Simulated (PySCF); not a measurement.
**SMILES FC(F)[C@H]1OC[C@H]1F, C4H5F3O**

Geometry:
| atom | x (Å) | y (Å) | z (Å) |
| --- | --- | --- | --- |
| F1 | 1.606 | -0.155 | 1.887 |
| C2 | 1.528 | -0.166 | 0.537 |
| F3 | 2.658 | 0.416 | 0.085 |
| C4 | 0.302 | 0.632 | 0.087 |
| O5 | 0.067 | 0.538 | -1.315 |
| C6 | -1.164 | -0.171 | -1.137 |
| C7 | -1.049 | -0.041 | 0.383 |
| F8 | -0.975 | -1.229 | 1.049 |
| H9 | 1.513 | -1.210 | 0.192 |
| H10 | 0.409 | 1.670 | 0.422 |
| H11 | -2.004 | 0.346 | -1.604 |
| H12 | -1.101 | -1.200 | -1.498 |
| H13 | -1.794 | 0.572 | 0.893 |

Computed with TDDFT BHandHLYP/def2-SVPD circular dichroism and optical rotation, one conformer, gas phase (PySCF). Geometry: GFN2-xTB.

The molecule is flexible and this is one conformer; a measurement averages over conformers. States above about 9.8 eV (minus the energy of the highest occupied orbital) lie near or above the ionisation threshold and depend on the basis.

(1) Draw the ECD and absorption spectra from the lowest 16 states, each a Gaussian of half-width 0.3 eV at 1/e height.

Answers

(1) 
```
E (eV)  λ (nm)  Δε (L mol⁻¹ cm⁻¹)  ε (L mol⁻¹ cm⁻¹)
  7.35     169              -0.06              1.24
  7.50     165              -0.26              5.18
  7.65     162              -0.65              13.8
  7.80     159              -0.95                29
  7.95     156              -0.65              74.4
  8.10     153              +0.43               213
  8.25     150              +1.91               446
  8.40     148              +2.96               591
  8.55     145              +3.55               503
  8.70     142              +4.86               382
  8.85     140              +5.67               569
  9.00     138              +1.64              1190
  9.15     135              -6.66              1930
  9.30     133             -12.20              2480
  9.45     131             -12.73              3180
  9.60     129             -10.78              4350
  9.75     127              -3.40              5150
  9.90     125             +10.34              5110
 10.05     123             +14.97              5010
 10.20     122              -6.51              5690
 10.35     120             -43.81              6700
```
Δε uses R in velocity form, ε uses f in length form. Only the states computed contribute, so the short-wavelength end is incomplete.
